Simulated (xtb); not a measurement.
GeH3NS, SMILES [NH2][Ge][SH] (connectivity only; charge and spin as stated), neutral, multiplicity 1. All values are semi-empirical tight-binding results from xtb (GFN2-xTB unless named), good for trends rather than for accurate numbers. Geometry: GFN2-xTB. One conformer was computed; it need not be the lowest.

Optimised geometry:

```xyz
6

Ge    -0.0544    -0.4329     0.5422
N      1.3767    -0.9238    -0.4403
H      1.9717    -1.7033    -0.2056
H      1.7085    -0.4833    -1.2860
S     -0.6195     1.3023    -0.7944
H     -1.6643     1.6697    -0.0653
```
Charge 0, spin multiplicity 1.

For metal compounds this method's bond lengths and energies can be far off.

Computed properties:
```
Property                                       Value
-------------------------------------  -------------
point group as xtb finds it                       Cs
orbital gap                                  3.55 eV
zero-point energy                      20.4 kcal/mol
G − E(el) at 298.15 K (modified RRHO)   2.3 kcal/mol
```

Computed atomic charges and the Wiberg bond orders between heavy atoms:
charges (e) Ge1 0.29, N2 -0.39, H3 0.16, H4 0.17, S5 -0.39, H6 0.16. Bond orders Ge1–N2 1.38, Ge1–S5 1.17.
